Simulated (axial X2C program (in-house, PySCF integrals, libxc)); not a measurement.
## Ionising IBr

Computed with an axial X2C code built on PySCF integrals, spin-free (one-electron X2C) or two-component (2c: spin–orbit coupling with atomic mean-field Coulomb and Gaunt terms, which also bring small scalar terms), in Dyall basis sets with cores contracted in-house; open shells are unrestricted.

Basis sets: Br dyall-cv3z, I dyall-cv3z. Frozen shells (counts by l): IBr I 4s3p2d, Br 3s2p1d, 14 electrons correlated; IBr⁺ I 4s3p2d, Br 3s2p1d, 13 electrons correlated. Coupled cluster in natural virtuals with an MP2 remainder. Where the outer core of a metal is frozen, bonds come out longer and ionisation energies lower.

```csv
Hamiltonian,level,IBr state,Re (Å),ωe (cm⁻¹),De (eV)
spin-free,PBE0,"M_S = 0, Λ = 0",2.462,281.1,2.19
spin-free,CCSD,"M_S = 0, Λ = 0",2.483,273.7,1.85
spin-free,CCSD(T),"M_S = 0, Λ = 0",2.491,267.4,1.97
2c,PBE0,Ω = 0,2.474,272.7,1.87
```

Adiabatic ionisation energy (minimum to minimum, no zero-point term) and constants of IBr⁺:

```csv
Hamiltonian,level,IBr⁺ state,IE (eV),Re (Å),ωe (cm⁻¹),De (eV),fragments
spin-free,PBE0,"M_S = 1/2, Λ = 1",9.87,2.377,318.9,2.85,I+ + Br
spin-free,CCSD,"M_S = 1/2, Λ = 1",9.90,2.390,312.3,2.22,I+ + Br
spin-free,CCSD(T),"M_S = 1/2, Λ = 1",9.87,2.397,311.0,2.41,I+ + Br
2c,PBE0,Ω = 3/2,9.57,2.386,312.3,2.67,I+ + Br
```

(1) Add the zero-point terms to the ionisation energy at PBE0, 2c, and say whether the electron removed was bonding.

(2) Close the cycle De(IBr⁺) + IE(IBr) = De(IBr) + IE(I) to find the atomic ionisation energy at PBE0, 2c.

Each entry is the lowest single determinant of a limited PBE0 search at one distance. De goes to single-determinant-based atoms at the same level (for ions the charge split of lowest energy) and is withheld (n/a) where an atom does not fit its ground term or J level. Main or longest-lived isotopes. One determinant is a doubtful description, or other states lie close, for IBr⁺; these need not be ground states, and all values refer to the states named. The functionals have no current term, which raises determinants with orbital currents.

Results:

(1) IE0 = IE + (ωe⁺ − ωe)/2 = 9.57 + (0.002) = 9.57 eV. Re changes by -0.088 Å, so the bond shortens, as on loss of an antibonding or a polarising non-bonding electron.

(2) IE(I) = 2.67 + 9.57 − 1.87 = 10.37 eV, for the determinants used.
